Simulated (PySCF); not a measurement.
# I, SMILES `[I]` (charge 0, multiplicity 2)

These are PBE0-D4/def2-TZVP (PySCF) values and carry that method's errors.

- highest occupied spin orbital: -7.86 eV
- dipole moment: 0.00 D
- total energy: -297.6932 Ha
- cost: roughly 2.6 core-seconds

Bonds (Å): .
Charge 0, spin multiplicity 2.
